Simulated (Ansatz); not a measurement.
System: C2H6Br3NSi, net charge 0, singlet state. 
Coordinates optimised at B3LYP-D3(BJ)/def2-TZVP (Ansatz, a program for electronic structure):
```
N
C 1 1.4589
H 2 1.0875 1 110.88
H 2 1.0934 3 108.09 1 -120.02
H 2 1.0961 3 108.50 4 -117.24
C 1 1.4589 2 112.70 3 -177.76
H 6 1.0875 1 110.88 2 177.76
H 6 1.0934 7 108.09 1 120.02
H 6 1.0961 7 108.50 8 117.24
Si 1 1.6930 2 121.38 3 25.83
Br 10 2.2198 1 110.12 2 -163.00
Br 10 2.2198 1 110.12 2 -42.63
Br 10 2.2384 1 112.92 2 77.19
```
Charge 0, spin multiplicity 1.

Dipole moments at this geometry, in debye (magnitudes).

| level | program | dipole (D) |
|---|---|---|
| SVWN5/def2-TZVPD | Ansatz | 2.60 |
| PBE/def2-TZVPD | Ansatz | 2.54 |
| BLYP/def2-TZVPD | Ansatz | 2.53 |
| revPBE/def2-TZVPD | Ansatz | 2.53 |
| r2SCAN/def2-TZVPD | Ansatz | … |
| B97M-V/def2-TZVPD | Ansatz | 2.47 |
| B3LYP/def2-TZVPD | Ansatz | 2.58 |
| PBE0/def2-TZVPD | Ansatz | 2.59 |
| BHLYP/def2-TZVPD | Ansatz | 2.63 |
| r2SCAN0/def2-TZVPD | Ansatz | 2.63 |
| LC-wPBE/def2-TZVPD | Ansatz | 2.65 |
| wB97M-V/def2-TZVPD | Ansatz | 2.57 |
| CCSD(T)/def2-SVPD | Ansatz | … |

Task: What belongs in the gaps?

Result: 
- r2SCAN/def2-TZVPD, dipole (D): 2.60
- CCSD(T)/def2-SVPD, dipole (D): 2.61
